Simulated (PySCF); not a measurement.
An unknown is described by computed data only.

Elements present: C, H, N, O and Si. Monoisotopic mass: 137.0441 u.

| Quantity | Value |
| --- | --- |
| 13C NMR | chemical shifts (computed TMS as zero) by class: 3.4 (1 C) ppm [GIAO PBE0/pcSseg-1] |
| UV, strongest line | among the 8 lowest singlet transitions: S3 at 6.99 eV (177 nm, f = 0.084) [TDDFT CAM-B3LYP/def2-SVPD] |
| Triplet | lowest triplet excitation (Tamm–Dancoff): 6.41 eV [TDA CAM-B3LYP/def2-SVPD] |
| Dipole | 1.64 D [CAM-B3LYP/def2-SVPD] |
| NMR, other nuclei | isotropic shieldings of nuclei other than C and H, by class: 204 (1 N), 232 (1 N), 251 (1 N), 287 (1 O), 367 (1 Si), 385 (1 Si) ppm [GIAO PBE0/pcSseg-1] |
| UV, first state | lowest singlet excitation: 6.70 eV (185 nm, f = 0.026) [TDDFT CAM-B3LYP/def2-SVPD] |
| Rotational structure | rotational constants A, B, C: 3.081, 0.975, 0.815 GHz [GFN2-xTB] |
| 1H NMR | chemical shifts (computed TMS as zero) by class: 5.12 (1 H), 5.03 (1 H), 1.44 (1 H), 0.94 (1 H), 0.55 (2 H), 0.07 (2 H), 0.03 (3 H) ppm [GIAO PBE0/pcSseg-1] |

Gas-phase values; electronic properties from PySCF, density fitting. Levels stand in brackets. The structure is a single GFN2-xTB conformer in the gas phase; no vibrational or solvent corrections. NMR values are class means; diastereotopic atoms form classes of their own.

**Question.** Which formula fits the mass and the elements?

**Answer.** CH11N3OSi2 (calculated 137.0441). No other formula that holds each of these elements comes within 0.0003 u with a fitting electron parity and a possible valence count.

**Question.** Give a SMILES that accounts for the data.

**Answer.** Numbering: `[CH3:1][Si@H:2]([OH:3])[NH:4][SiH:5]([NH2:6])[NH2:7]`. Its formula, CH11N3OSi2, gives 0 degrees of unsaturation, so no ring and no π bond. The one carbon: Si-methyl carbon [C1] (3.4 ppm). Hydrogen classes from least to most shielded: 1 H on an SiH silicon, Si5 (5.12 ppm), 1 H on an oxygen-bound silicon, Si2 (5.03 ppm), 1 H on a silanol oxygen, O3 (1.44 ppm), 1 H on a nitrogen bridging silicon atoms, N4 (0.94 ppm), 2 H on a silicon-bound nitrogen, N7 (0.55 ppm), 2 H on a silicon-bound nitrogen, N6 (0.07 ppm), 3 H on an Si-methyl carbon, C1 (0.03 ppm). The other shieldings belong to: 204 ppm, nitrogen bridging silicon atoms [N4]; 232 ppm, silicon-bound nitrogen [N7]; 251 ppm, silicon-bound nitrogen [N6]; 287 ppm, silanol oxygen [O3]; 367 ppm, oxygen-bound silicon [Si2]; 385 ppm, SiH silicon [Si5]. The optimised geometry has point group C1 and is an asymmetric top. Structure: `C[Si@H](O)N[SiH](N)N`. The assignments are read from this structure; whether some other isomer fits the data as well wasn't checked. The mirror image fits equally.
